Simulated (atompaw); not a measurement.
neodymium (Nd) PAW (atompaw): all-electron and pseudo phase curves

| Property | Result |
| --- | --- |
| Element | neodymium (Nd) |
| Generator | atompaw 4.2.0.5 |
| Type | PAW |
| Functional | PBE |
| Relativity | scalar-relativistic |
| Frozen core | [Kr] 4d10 |
| Valence charge | 14 |
| Reference configuration | 4f4 5s2 5p6 5d0 6s1.5 6p0 (charge +0.5) |
| Partial waves | 5s (bound): rc 1.65 bohr; 6s (bound): rc 2.75 bohr; 5p (bound): rc 2.15 bohr; 6p (bound, empty): rc 2.95 bohr; 5d (bound, empty): rc 2.95 bohr; 5d channel at 1.2 Ry: rc 2.70 bohr; 4f (bound): rc 1.80 bohr; 4f channel at 2.85 Ry: rc 1.80 bohr |
| Local potential | troulliermartins scheme with l = 4 at 1 Ry, radius 2.65 bohr |
| Core correction | smooth core density matched at 2.85 bohr |
| Augmentation charge | besselshape compensation charge, radius 2.60 bohr; PAW radius 2.95 bohr; waves and projectors: custom rrkj vanderbiltortho |

The phase is arctan(r·u′/u) with u = r·R(r), unwrapped; energies in Ry, scanned from -5 to 5 Ry. A pole is an energy at which the radial function vanishes at the test radius. The pseudo phase is shifted by a multiple of π to meet the all-electron one at the reference energy, and phase errors are pseudo minus all-electron; the curves can meet again beyond the range given. Levels narrower than the energy grid can be missing from the lists of poles.

Problem. For each channel, where are the poles, and over which energies does the pseudopotential scatter like the atom?

Solution.

```csv
channel,radius (bohr),reference energy (Ry),"poles, all-electron","poles, pseudo",unbroken range about the reference energy with phases within 0.05 rad,phase error 1 Ry above the reference energy (rad)
s,2.96,-0.42,"-3.10, 2.64","-3.10, 1.94, 4.12",below 1.7,-0.017
p,2.96,-0.23,"-1.62, 3.91","-1.61, 4.69",below 0.9,+0.026
d,2.96,-0.33,0.54,0.54,below 3.0,+0.000
f,2.96,-0.33,"-0.28, 3.23","-0.28, 3.23",the whole range,+0.005
```

Phases in the s channel:

| E (Ry) | all-electron | pseudo |
| --- | --- | --- |
| -5.00 | 1.392 | 1.392 |
| -4.76 | 1.385 | 1.385 |
| -4.52 | 1.376 | 1.375 |
| -4.28 | 1.364 | 1.364 |
| -4.04 | 1.349 | 1.348 |
| -3.80 | 1.324 | 1.323 |
| -3.56 | 1.270 | 1.270 |
| -3.32 | 0.916 | 0.916 |
| -3.08 | -1.600 | -1.600 |
| -2.84 | -1.717 | -1.718 |
| -2.60 | -1.759 | -1.759 |
| -2.36 | -1.787 | -1.788 |
| -2.12 | -1.813 | -1.813 |
| -1.88 | -1.840 | -1.840 |
| -1.64 | -1.871 | -1.872 |
| -1.40 | -1.909 | -1.910 |
| -1.16 | -1.959 | -1.960 |
| -0.92 | -2.029 | -2.029 |
| -0.68 | -2.132 | -2.132 |
| -0.44 | -2.301 | -2.301 |
| -0.20 | -2.605 | -2.606 |
| 0.04 | -3.129 | -3.135 |
| 0.28 | -3.717 | -3.731 |
| 0.52 | -4.098 | -4.115 |
| 0.76 | -4.308 | -4.327 |
| 1.00 | -4.432 | -4.454 |
| 1.24 | -4.512 | -4.539 |
| 1.48 | -4.568 | -4.604 |
| 1.72 | -4.611 | -4.660 |
| 1.96 | -4.644 | -4.718 |
| 2.20 | -4.671 | -4.806 |
| 2.44 | -4.695 | -5.090 |
| 2.68 | -4.716 | -7.274 |
| 2.92 | -4.735 | -7.656 |
| 3.16 | -4.753 | -7.743 |
| 3.40 | -4.771 | -7.787 |
| 3.64 | -4.789 | -7.815 |
| 3.88 | -4.808 | -7.836 |
| 4.12 | -4.828 | -7.854 |
| 4.36 | -4.851 | -7.869 |
| 4.60 | -4.878 | -7.883 |
| 4.84 | -4.911 | -7.896 |
